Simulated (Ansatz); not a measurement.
In(NH3)H3 (InNH₆), 8 atoms. Hardware: 4 threads of Arm Neoverse V2 on a shared host.

In the def2 sets In takes a core potential; there is no spin–orbit coupling. Correlated methods freeze 5 core orbitals; core or outer-core shells of In are correlated, in sets that lack core-valence functions.

(1) How many basis functions does each of these Ansatz runs have, and roughly what does it cost? BHLYP-D4/def2-TZVP, charge 0 singlet, energy, from earlier orbitals; CCSD(T)/def2-TZVPD, charge -1 doublet at the geometry of the charge 0 singlet, energy, from earlier orbitals; PBE-D4/def2-TZVP, charge 1 doublet at the geometry of the charge 0 singlet, energy, from earlier orbitals; r2SCAN-D4/def2-TZVPD, charge -1 doublet at the geometry of the charge 0 singlet, energy, from earlier orbitals; CCSD(T)/def2-TZVPP, charge 0 singlet, energy, from earlier orbitals; PBE0-D4/def2-TZVP, charge 1 doublet at the geometry of the charge 0 singlet, energy; PBE0-D4/def2-TZVPD, charge -1 doublet at the geometry of the charge 0 singlet, energy; PBE-D4/def2-TZVP, charge 0 singlet, relaxation, 4 steps; PBE0-D4/def2-TZVP, charge 0 triplet at the geometry of the charge 0 singlet, energy; CCSD(T)/def2-TZVPP, charge 1 doublet at the geometry of the charge 0 singlet, energy, from earlier orbitals; RPA@PBE/def2-TZVP, charge 0 singlet, energy, from earlier orbitals; PBE-D4/def2-TZVP, charge 0 triplet at the geometry of the charge 0 singlet, energy, from earlier orbitals.

Answers

(1) Other jobs shared the machine, so times can vary by a factor of up to 3. A dash marks memory too small to be measured apart from the calling script's.

```
                                                                                                           run  functions  fitting or Cholesky vectors  wall time  peak host memory (GiB)
                                           BHLYP-D4/def2-TZVP, charge 0 singlet, energy, from earlier orbitals        117                          958      0.8 s                       –
                                            RPA@PBE/def2-TZVP, charge 0 singlet, energy, from earlier orbitals        117                          982      1.4 s                       –
     PBE-D4/def2-TZVP, charge 0 triplet at the geometry of the charge 0 singlet, energy, from earlier orbitals        117                          807      1.5 s                       –
     PBE-D4/def2-TZVP, charge 1 doublet at the geometry of the charge 0 singlet, energy, from earlier orbitals        117                          807      1.5 s                       –
                                                       PBE-D4/def2-TZVP, charge 0 singlet, relaxation, 4 steps        117                          807      2.2 s                       –
                           PBE0-D4/def2-TZVP, charge 0 triplet at the geometry of the charge 0 singlet, energy        117                          900      3.2 s                       –
                         PBE0-D4/def2-TZVPD, charge -1 doublet at the geometry of the charge 0 singlet, energy        147                          998      3.8 s                       –
r2SCAN-D4/def2-TZVPD, charge -1 doublet at the geometry of the charge 0 singlet, energy, from earlier orbitals        147                          916        4 s                       –
                           PBE0-D4/def2-TZVP, charge 1 doublet at the geometry of the charge 0 singlet, energy        117                          900      8.5 s                       –
                                           CCSD(T)/def2-TZVPP, charge 0 singlet, energy, from earlier orbitals        165                         1123       18 s                     1.5
  CCSD(T)/def2-TZVPD, charge -1 doublet at the geometry of the charge 0 singlet, energy, from earlier orbitals        147                         1215       59 s                     2.7
   CCSD(T)/def2-TZVPP, charge 1 doublet at the geometry of the charge 0 singlet, energy, from earlier orbitals        165                         1123       78 s                     3.4
```
